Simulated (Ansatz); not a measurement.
Ansatz (a program for electronic structure) input:

Ansatz 0.2 input:
```yaml
crystal:
  periodic: [false, false, false]
  atoms:
    - {symbol: C, position_ang: [2.22152336, 0.35856033, -0.39188846]}
    - {symbol: C, position_ang: [1.03222353, -0.47577548, 0.06328041]}
    - {symbol: C, position_ang: [-0.28214390, 0.28240368, -0.07822953]}
    - {symbol: C, position_ang: [-1.47526996, -0.54721596, 0.36517639]}
    - {symbol: O, position_ang: [-1.35678101, -1.70797670, 0.75506327]}
    - {symbol: C, position_ang: [-2.73562115, 0.10494347, 0.30260068]}
    - {symbol: H, position_ang: [2.30048002, 1.26941343, 0.19851872]}
    - {symbol: H, position_ang: [2.11746598, 0.63719207, -1.43865801]}
    - {symbol: H, position_ang: [3.14510452, -0.20333074, -0.27794722]}
    - {symbol: H, position_ang: [0.97361416, -1.39455852, -0.52341168]}
    - {symbol: H, position_ang: [1.15978501, -0.76842301, 1.10719226]}
    - {symbol: H, position_ang: [-0.44077834, 0.57570557, -1.12006925]}
    - {symbol: H, position_ang: [-0.25819037, 1.19998173, 0.51625890]}
    - {symbol: H, position_ang: [-2.82727664, 1.12112892, -0.03612223]}
    - {symbol: H, position_ang: [-3.62169362, -0.41907654, 0.61558921]}
basis:
  gaussian:
    orbitals: def2-TZVP
hamiltonian:
  xc: b3lyp
  dispersion: d3bj
magnetization: {spin_polarized: true, initial_magnetization: 1}
relax: {f_tol: 0.002, max_steps: 150}
```

Task: Which total energy does the run end on?

Result: -271.25179 Eh (B3LYP-D3(BJ)/def2-TZVP). The basis has 240 functions.

It need not be the lowest isomer of its formula.
